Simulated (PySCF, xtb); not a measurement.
HOSr, SMILES [OH][Sr], multiplicity 2.

Harmonic wavenumbers (cm⁻¹) from GFN2-xTB run with xtb at its own minimum, in rising order: 200, 200, 519, 3699.

Q: What does PBE-D3(BJ)/def2-TZVPD (PySCF) give at its own minimum? (Estimate from the structure and the level; the computed values follow.)

A: 283, 283, 523, 3815. Paired by order, the mean absolute difference is 72 cm⁻¹ and the zero-point energies are 6.6 and 7.0 kcal/mol.
